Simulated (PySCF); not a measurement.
Isomers of C6H11PS, from PySCF, PBE0-D3(BJ)/def2-SVP geometry optimisation, gas phase. One conformer each, no zero-point energy, no frequencies.

Problem. Which isomer lies lower at this level?
A. `[CH2:1]=[C:2]([CH3:3])[P@H:4](=[S:5])[CH:6]1[CH2:7][CH2:8]1` with C1–C2–P4–S5 0°, C2–P4–C6–C7 89°: A = 1781, B = 1242, C = 865.3 MHz, dipole 4.48 D
B. `[CH2:1]=[CH:2][P:3]([CH:4]=[CH2:5])[CH2:6][S:7][CH3:8]` with C1–C2–P3–C4 -133°, C2–P3–C4–C5 33°, C2–P3–C6–S7 178°, P3–C6–S7–C8 -167°: A = 2316, B = 764.1, C = 637.7 MHz, dipole 2.55 D

Solution. A. That is `C=C(C)[P@H](=S)C1CC1`, 26.8 kcal/mol below the other.

```tsv
SMILES	mapped SMILES	E (Eh)	relative (kcal/mol)	relative (kJ/mol)	dipole (D)
C=C(C)[P@H](=S)C1CC1	[CH2:1]=[C:2]([CH3:3])[P@H:4](=[S:5])[CH:6]1[CH2:7][CH2:8]1	-973.84425	0.0	0.0	4.48
C=CP(C=C)CSC	[CH2:1]=[CH:2][P:3]([CH:4]=[CH2:5])[CH2:6][S:7][CH3:8]	-973.80154	26.8	112.2	2.55
```

As drawn, the lower has a three-membered ring, which the higher lacks.
